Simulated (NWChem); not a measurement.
All runs are NWChem calculations. System: HGa, charge 0, spin multiplicity 1, at a geometry optimised with PBE0/def2-SVP. The structure started from a generated list of species. Level: PBE/def2-TZVP.

Input file:

```
start mol
memory heap 200 mb stack 900 mb global 1100 mb
geometry units angstroms nocenter noautoz
  Ga     0.000000     0.000000     0.052576
  H      0.000000     0.000000    -1.629851
  symmetry group C2v
end
basis spherical
  * library def2-tzvp
end
dft
  xc xpbe96 cpbe96
  semidirect memsize 60000000 filesize 0
  iterations 100
end
task dft energy
```

Part of the output:

```
             Northwest Computational Chemistry Package (NWChem) 7.3.0
             --------------------------------------------------------

                                NWChem Input Module
                                -------------------

 Scaling coordinates for geometry "geometry" by  1.889725989
 (inverse scale =  0.529177249)

 Turning off AUTOSYM since
 SYMMETRY directive was detected!

                             Geometry "geometry" -> ""
                             -------------------------

 Output coordinates in angstroms (scale by  1.889725989 to convert to a.u.)

  No.       Tag          Charge          X              Y              Z
 ---- ---------------- ---------- -------------- -------------- --------------
    1 Ga                  31.0000     0.00000000     0.00000000     0.05257600
    2 H                    1.0000     0.00000000     0.00000000    -1.62985100

 Effective nuclear repulsion energy (a.u.)       9.7504942081

            Nuclear Dipole moment (a.u.)
            ----------------------------
        X                 Y               Z
 ---------------- ---------------- ----------------
     0.0000000000     0.0000000000     0.0000094486

      Symmetry information
      --------------------

 Group name             C2v
 Group number             16
 Group order               4
 No. of unique centers     2

      Symmetry unique atoms

     1    2


 Summary of "ao basis" -> "" (spherical)
 ------------------------------------------------------------------------------
       Tag                 Description            Shells   Functions and Types
 ---------------- ------------------------------  ------  ---------------------
 *                         def2-tzvp                  on all atoms

  pbe96 is a nonlocal functional; adding pw91lda local functional.

                                 NWChem DFT Module
                                 -----------------

 Summary of "ao basis" -> "ao basis" (spherical)
 ------------------------------------------------------------------------------
       Tag                 Description            Shells   Functions and Types
 ---------------- ------------------------------  ------  ---------------------
 Ga                        def2-tzvp                16       48   6s5p4d1f
 H                         def2-tzvp                 4        6   3s1p

 Summary of "ao basis" -> "ao basis" (spherical)
 ------------------------------------------------------------------------------
       Tag                 Description            Shells   Functions and Types
 ---------------- ------------------------------  ------  ---------------------
 Ga                        def2-tzvp                16       48   6s5p4d1f
 H                         def2-tzvp                 4        6   3s1p

      Symmetry analysis of basis
      --------------------------

        a1         25
        a2          5
        b1         12
        b2         12

            General Information
            -------------------
          SCF calculation type: DFT
          Wavefunction type:  closed shell.
          No. of atoms     :     2
          No. of electrons :    32
           Alpha electrons :    16
            Beta electrons :    16
          Charge           :     0
          Spin multiplicity:     1
          Use of symmetry is: on ; symmetry adaption is: on
          Maximum number of iterations: 100
          AO basis - number of functions:    54
                     number of shells:    20
[...]
 !! scf_movecs_sym_adapt:   24 vectors were symmetry contaminated

  Symmetry fudging

 !! scf_movecs_sym_adapt:   24 vectors were symmetry contaminated

 d= 0,ls=0.0,diis     4  -1925.1205650336 -2.83D-03  1.08D-03  1.93D-03     0.8

 !! scf_movecs_sym_adapt:   24 vectors were symmetry contaminated

  Symmetry fudging

 !! scf_movecs_sym_adapt:   24 vectors were symmetry contaminated

 d= 0,ls=0.0,diis     5  -1925.1208549599 -2.90D-04  1.43D-04  3.67D-05     0.9

 !! scf_movecs_sym_adapt:   24 vectors were symmetry contaminated

  Symmetry fudging

 !! scf_movecs_sym_adapt:   24 vectors were symmetry contaminated

  Resetting Diis
 d= 0,ls=0.0,diis     6  -1925.1208630527 -8.09D-06  5.08D-06  1.20D-07     0.9

 !! scf_movecs_sym_adapt:   24 vectors were symmetry contaminated

  Symmetry fudging

 !! scf_movecs_sym_adapt:   24 vectors were symmetry contaminated

 d= 0,ls=0.0,diis     7  -1925.1208630625 -9.79D-09  1.28D-06  7.09D-10     0.9

         Total DFT energy =    -1925.120863062490
      One electron energy =    -2703.332299087310
           Coulomb energy =      843.505248189764
    Exchange-Corr. energy =      -75.044306373008
 Nuclear repulsion energy =        9.750494208064

 Numeric. integr. density =       31.999993638870

     Total iterative time =      0.5s

                  Occupations of the irreducible representations
                  ----------------------------------------------

                     irrep           alpha         beta
                     --------     --------     --------
                     a1                9.0          9.0
                     a2                1.0          1.0
                     b1                3.0          3.0
                     b2                3.0          3.0

                       DFT Final Molecular Orbital Analysis
                       ------------------------------------

 Vector   14  Occ=2.000000D+00  E=-7.173777D-01  Symmetry=a1
              MO Center=  4.4D-16,  4.4D-16,  4.2D-02, r^2= 2.5D-01
   Bfn.  Coefficient  Atom+Function         Bfn.  Coefficient  Atom+Function
  ----- ------------  ---------------      ----- ------------  ---------------
    24      0.893694  1 Ga d  0              29      0.195245  1 Ga d  0
    34      0.028637  1 Ga d  0

 Vector   15  Occ=2.000000D+00  E=-3.520225D-01  Symmetry=a1
              MO Center=  1.3D-15,  1.2D-15, -5.3D-01, r^2= 1.8D+00
   Bfn.  Coefficient  Atom+Function         Bfn.  Coefficient  Atom+Function
  ----- ------------  ---------------      ----- ------------  ---------------
     5      0.624064  1 Ga s                  6      0.320119  1 Ga s
     4     -0.252063  1 Ga s                  3     -0.215016  1 Ga s
    50      0.163896  2 H  s                 49      0.110897  2 H  s
    18     -0.103222  1 Ga pz                 2      0.093598  1 Ga s
    51      0.091282  2 H  s                 12      0.046802  1 Ga pz

 Vector   16  Occ=2.000000D+00  E=-1.827716D-01  Symmetry=a1
              MO Center= -1.4D-14, -1.3D-14, -2.4D-01, r^2= 3.0D+00
   Bfn.  Coefficient  Atom+Function         Bfn.  Coefficient  Atom+Function
  ----- ------------  ---------------      ----- ------------  ---------------
     6      0.380837  1 Ga s                  5      0.332433  1 Ga s
    18      0.317746  1 Ga pz                51     -0.270931  2 H  s
    50     -0.251799  2 H  s                 21      0.244328  1 Ga pz
    49     -0.145435  2 H  s                 12     -0.140434  1 Ga pz
     4     -0.134362  1 Ga s                  3     -0.112767  1 Ga s

 Vector   17  Occ=0.000000D+00  E=-9.082853D-02  Symmetry=b1
              MO Center= -9.0D-18, -9.4D-17,  2.5D-02, r^2= 3.6D+00
   Bfn.  Coefficient  Atom+Function         Bfn.  Coefficient  Atom+Function
  ----- ------------  ---------------      ----- ------------  ---------------
    19      0.642003  1 Ga px                16      0.478839  1 Ga px
    10     -0.192229  1 Ga px                 7      0.072813  1 Ga px
    13     -0.036264  1 Ga px

 Vector   18  Occ=0.000000D+00  E=-9.082853D-02  Symmetry=b2
              MO Center=  7.3D-17, -2.3D-16,  2.5D-02, r^2= 3.6D+00
   Bfn.  Coefficient  Atom+Function         Bfn.  Coefficient  Atom+Function
  ----- ------------  ---------------      ----- ------------  ---------------
    20      0.642003  1 Ga py                17      0.478839  1 Ga py
    11     -0.192229  1 Ga py                 8      0.072813  1 Ga py
    14     -0.036264  1 Ga py

 Vector   19  Occ=0.000000D+00  E= 4.478395D-02  Symmetry=a1
              MO Center= -8.6D-16, -1.2D-15,  2.0D-01, r^2= 5.4D+00
   Bfn.  Coefficient  Atom+Function         Bfn.  Coefficient  Atom+Function
  ----- ------------  ---------------      ----- ------------  ---------------
    51      1.633653  2 H  s                 21      1.385222  1 Ga pz
     6     -0.803674  1 Ga s                  5     -0.342884  1 Ga s
    18      0.252400  1 Ga pz                49      0.120535  2 H  s
     4      0.112243  1 Ga s                 24     -0.103008  1 Ga d  0
    12     -0.094914  1 Ga pz                50      0.089633  2 H  s

 center of mass
 --------------
 x =   0.00000000 y =   0.00000000 z =   0.05353638

 moments of inertia (a.u.)
 ------------------
          10.040400197740           0.000000000000           0.000000000000
           0.000000000000          10.040400197740           0.000000000000
           0.000000000000           0.000000000000           0.000000000000

     Multipole analysis of the density
     ---------------------------------

     L   x y z        total         alpha         beta         nuclear
     -   - - -        -----         -----         ----         -------
     0   0 0 0     -0.000000    -16.000000    -16.000000     32.000000

     1   1 0 0      0.000000      0.000000      0.000000      0.000000
     1   0 1 0      0.000000      0.000000      0.000000      0.000000
     1   0 0 1      0.177097      0.088544      0.088544      0.000009

     2   2 0 0    -11.634448     -5.817224     -5.817224      0.000000
     2   1 1 0     -0.000000     -0.000000     -0.000000      0.000000
     2   1 0 1     -0.000000     -0.000000     -0.000000      0.000000
     2   0 2 0    -11.634448     -5.817224     -5.817224      0.000000
     2   0 1 1     -0.000000     -0.000000     -0.000000      0.000000
     2   0 0 2    -17.234218    -13.513227    -13.513227      9.792235

 Task  times  cpu:        0.9s     wall:        0.9s

 Total times  cpu:        0.9s     wall:        0.9s
```
